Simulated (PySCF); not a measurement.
## Two-component Hartree-Fock for Ir⁷¹⁺ (iridium, charge +71)

Start: [He] 2s2 2p2; 2p1/2 filled at m_j = -1/2, +1/2. Calculated with PySCF 2.14 in an even-tempered Gaussian basis (16 s from 59 bohr⁻², ratio 2.4; 13 p from 76 bohr⁻², ratio 2.4; 5 d from 250 bohr⁻², ratio 2.6; 4 f from 370 bohr⁻², ratio 2.6): generalised Hartree-Fock with the X2C-1e Hamiltonian and a Gaussian nucleus; one run each with spin-orbit coupling (SO) switched off, then screened by Boettger's factors.

```tsv
spinor shell	electrons	ε, spin-free (eV)	ε, screened SO (eV)	weight of nominal j (screened SO)	rms radius, screened SO (bohr)
1s1/2	2	-84670.7	-84585.1	1.000	0.0196
2s1/2	2	-20566.5	-20540.1	1.000	0.0769
2p1/2	2	-19044.6	-20248.6	1.000	0.0646
```

| quantity | spin-free | screened SO |
| --- | --- | --- |
| E (hartree) | -9414.61375 | -9505.65382 |
| M_J | 0 | 0 |
| ⟨J²⟩ | 2.000 | 0.000 |
| ⟨L²⟩ | 2.000 | 1.333 |
| ⟨S²⟩ | 2.000 | 1.333 |

Breit and QED terms are absent; they matter most for the inner s and p1/2 levels.

Densities and radii are taken from the X2C orbitals without a picture-change correction, which distorts them close to the nucleus.

Without spin-orbit coupling the j labels of p, d and f shells carry no meaning; the spin-free column gives the mean over the occupied spinors of each nl shell.
